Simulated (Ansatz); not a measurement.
`C[SiH]([SiH3])[SeH]` + `COB(O)Cl` → `COB(Cl)OC` + `[SiH3][SiH2][SeH]`  (substitution at a C–Si bond)

Computed with Ansatz on PBE0-D4/def2-TZVP structures; ΔE is electronic, products minus reactants. CBS: MP2 limit from def2 TZ/QZ plus the TZ coupled-cluster correction, frozen cores. This one scheme is used for every species. DFT in def2-TZVPP. For Se outer-core shells are correlated without core-valence functions, which leaves a few kJ/mol of doubt a bond. Scalar relativity is left out up to krypton. Each species was taken in one conformer, which may not be the lowest.

Task: Is it downhill or uphill in electronic energy at CCSD(T)/CBS, and by how much? (An estimate is asked.)

Result: Computed: Uphill: ΔE = +97.3 kJ/mol.

Task: What do these levels give: PBE-D4, ωB97X-V, PBE, PBE0, MP2/def2-TZVPP, CCSD/CBS(def2)? (Estimate.)

Result: Ansatz gave: PBE-D4 95.5, ωB97X-V 90.3, PBE 93.4, PBE0 95.3, MP2/def2-TZVPP 102.6, CCSD/CBS(def2) 96.1 kJ/mol.

Largest T1 diagnostic among the species: 0.012.

In def2-TZVPP, CCSD(T) changes the Hartree–Fock value by +13.9 kJ/mol (the triples alone add +1.2 kJ/mol) and MP2 by +22.4 kJ/mol. The D4 term adds +3.6 kJ/mol with B3LYP and +1.9 kJ/mol with PBE0; it sums over pairs of atoms, weighted by their polarisabilities, and B3LYP, whose exchange is more repulsive, gets the larger term.

B3LYP here is the variant with VWN-RPA as its local correlation; programs differ in this.
